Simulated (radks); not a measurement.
Values are calculated unless marked as measured or tabulated.
How relativity changes the ionisation of the nitrogen ion N+ ([He] 2s2 2p2) to N2+ ([He] 2s2 2p1). Spin-unpolarised spherical Kohn-Sham, BLYP, point nucleus unless stated (finite: rms radius 2.5582 fm), a radial shooting solver on a logarithmic mesh with Libxc functionals. A level marked "c x" has the speed of light scaled by that factor and shares open shells by 2j + 1; other Dirac levels either fill j = l - 1/2 first or share by 2j + 1.

level,E(N+) (hartree),E(N2+) (hartree),IE (eV),HOMO,<r> HOMO (bohr)
non-rel.,-53.98711,-52.92585,28.878,2p,1.276
scalar-rel.,-54.01947,-52.95840,28.873,2p,1.276
"scalar-rel., finite nucleus",-54.01947,-52.95839,28.873,2p,1.276
"Dirac, 2j+1 shares",-54.01948,-52.95840,28.873,2p3/2,1.276
"Dirac, low j first",-54.02067,-52.95914,28.886,2p1/2,1.275
"Dirac, 2j+1 shares, finite nucleus",-54.01947,-52.95839,28.873,2p3/2,1.276
"Dirac, c x 1.25",-54.00782,-52.94667,28.875,2p3/2,1.276
"Dirac, c x 2",-53.99520,-52.93398,28.877,2p3/2,1.276
"Dirac, c x 10",-53.98744,-52.92618,28.878,2p3/2,1.276

NIST Atomic Spectra Database: 29.601 eV (semi-empirical). The relativistic part of the total energy of N+ is -0.03235 hartree (Dirac, 2j+1 shares, finite nucleus), 0.06 % of the non-relativistic value. Spin polarisation and multiplet splitting of open shells are left out at every level.

Beside tabulated values, note that spin-unpolarised runs miss the spin-polarisation part of the exchange energy of open shells.
